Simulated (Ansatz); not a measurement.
Ansatz (a program for electronic structure) input (B3LYP-D3(BJ)/def2-TZVP):

Ansatz 0.2 input:
```yaml
crystal:
  periodic: [false, false, false]
  atoms:
    - {symbol: N, position_ang: [-1.14006230, 0.15679392, 0.31082355]}
    - {symbol: C, position_ang: [-0.01905813, 0.00401647, 0.01958577]}
    - {symbol: O, position_ang: [1.14496889, -0.15447046, -0.28296700]}
basis:
  gaussian:
    orbitals: def2-TZVP
hamiltonian:
  xc: b3lyp
  dispersion: d3bj
total_charge: -1
relax: {f_tol: 0.002, max_steps: 150}
```

Output:

```
Functional definition: B3LYP
integrals: 0.01 GiB planned
486 factors; their error is unknown
mean field: 0.19 GiB planned
mean field evaluation 1: about -4573.6699 eV, gradient 4.1e1 eV
mean field evaluation 2: about -4557.7798 eV, gradient 9.4e1 eV
mean field evaluation 4: about -4576.8588 eV, gradient 5.5e0 eV
mean field evaluation 8: about -4576.9196 eV, gradient 2.1e-1 eV
mean field evaluation 16: about -4576.9197 eV, gradient 4.7e-5 eV
mean field -4576.91965189 eV, -168.1986948594 hartree, gradient 4.7e-5 eV, S^2 0.000000; 0 other end points of the search recorded, 0 dependent functions left out
the calculation of the forces begins
reference -4576.91981190 eV, -168.1987007395 hartree; 11, 11 occupied and 82, 82 virtual orbitals, 486 factors
relax step   1: F+E_penalty+E_count = -4576.97249699 eV  Δ(F+E_penalty+E_count) = +0.000e0 eV  max|allowed force component| = 1.892e0 eV/Å  Δτ_max = 0.0000 Å  (27 SCF iters, accepted)
these checks for a lower state are left out or cut short: starts, cluster_reference, orbital_swaps, neighbouring_geometries, increment
integrals: 0.01 GiB planned
486 factors; their error is unknown
mean field: 0.19 GiB planned
mean field -4576.94370403 eV, -168.1995787594 hartree, gradient 1.9e-5 eV, S^2 0.000000; 0 other end points of the search recorded, 0 dependent functions left out
the calculation of the forces begins
reference -4576.94386394 eV, -168.1995846360 hartree; 11, 11 occupied and 82, 82 virtual orbitals, 486 factors
relax step   2: F+E_penalty+E_count = -4576.99644363 eV  Δ(F+E_penalty+E_count) = -2.395e-2 eV  max|allowed force component| = 1.726e-1 eV/Å  Δτ_max = 0.0149 Å  (31 SCF iters, accepted)
these checks for a lower state are left out or cut short: starts, cluster_reference, orbital_swaps, neighbouring_geometries, increment
integrals: 0.01 GiB planned
486 factors; their error is unknown
mean field: 0.19 GiB planned
mean field evaluation 32: about -4576.9440 eV, gradient 2.0e-5 eV
mean field -4576.94398420 eV, -168.1995890551 hartree, gradient 2.0e-5 eV, S^2 0.000000; 0 other end points of the search recorded, 0 dependent functions left out
the calculation of the forces begins
reference -4576.94414410 eV, -168.1995949316 hartree; 11, 11 occupied and 82, 82 virtual orbitals, 486 factors
relax step   3: F+E_penalty+E_count = -4576.99671129 eV  Δ(F+E_penalty+E_count) = -2.677e-4 eV  max|allowed force component| = 2.875e-2 eV/Å  Δτ_max = 0.0018 Å  (33 SCF iters, accepted)
these checks for a lower state are left out or cut short: starts, cluster_reference, orbital_swaps, neighbouring_geometries, increment
integrals: 0.01 GiB planned
486 factors; their error is unknown
mean field: 0.19 GiB planned
mean field -4576.94398948 eV, -168.1995892492 hartree, gradient 2.0e-5 eV, S^2 0.000000; 0 other end points of the search recorded, 0 dependent functions left out
the calculation of the forces begins
reference -4576.94414938 eV, -168.1995951256 hartree; 11, 11 occupied and 82, 82 virtual orbitals, 486 factors
relax step   4: F+E_penalty+E_count = -4576.99671558 eV  Δ(F+E_penalty+E_count) = -4.285e-6 eV  max|allowed force component| = 3.195e-3 eV/Å  Δτ_max = 0.0002 Å  (32 SCF iters, accepted)
these checks for a lower state are left out or cut short: starts, cluster_reference, orbital_swaps, neighbouring_geometries, increment
integrals: 0.01 GiB planned
486 factors; their error is unknown
mean field: 0.20 GiB planned
mean field -4576.94398951 eV, -168.1995892504 hartree, gradient 2.0e-5 eV, S^2 0.000000; 0 other end points of the search recorded, 0 dependent functions left out
the calculation of the forces begins
reference -4576.94414941 eV, -168.1995951268 hartree; 11, 11 occupied and 82, 82 virtual orbitals, 486 factors
relax step   5: F+E_penalty+E_count = -4576.99671563 eV  Δ(F+E_penalty+E_count) = -5.147e-8 eV  max|allowed force component| = 4.292e-5 eV/Å  Δτ_max = 0.0000 Å  (32 SCF iters, accepted)
integrals: 0.01 GiB planned
486 factors; their error is unknown
mean field: 0.20 GiB planned
mean field evaluation 64: about -4576.9440 eV, gradient 1.5e-2 eV
mean field -4576.94398951 eV, -168.1995892504 hartree, gradient 2.0e-5 eV, S^2 0.000000; 1 other end points of the search recorded, 0 dependent functions left out
the calculation of the forces begins
reference -4576.94414941 eV, -168.1995951268 hartree; 11, 11 occupied and 82, 82 virtual orbitals, 486 factors
Total energy: -4576.99687553 eV, -168.2015327759 hartree
Atom 0 at    -1.155716     0.158901     0.314914 Å, force    -0.000033     0.000003     0.000010 eV/Å
Atom 1 at    -0.017306     0.003828     0.019086 Å, force     0.000043    -0.000003    -0.000014 eV/Å
Atom 2 at     1.158871    -0.156389    -0.286558 Å, force    -0.000010    -0.000000     0.000004 eV/Å
Dipole moment:     0.319957    -0.043584    -0.083144 e Å
```

It need not be the lowest isomer of its formula. Whether it binds its extra electron was not tested at this geometry.
